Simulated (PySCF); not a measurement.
A structure optimised at PBE-D3(BJ)/def2-SVP, used in a PySCF frequency run:

```
Ge
F 1 1.7516
N 1 1.8128 2 110.31
H 3 1.0236 1 115.47 2 109.45
H 3 1.0244 4 111.24 1 -131.51
N 1 1.8281 2 104.01 3 -119.91
H 6 1.0269 1 113.03 2 -150.52
H 6 1.0277 7 108.08 1 -123.47
Cl 1 2.1824 2 104.60 8 -111.87
```
Charge 0, spin multiplicity 1.

**Question.** Write its SMILES and formula.

**Answer.** [NH2][Ge]([NH2])([F])[Cl], ClFGeH4N2

**Question.** What are its rotational constants (standard atomic weights)?

**Answer.** 3.2958, 2.0398, 1.9608 GHz
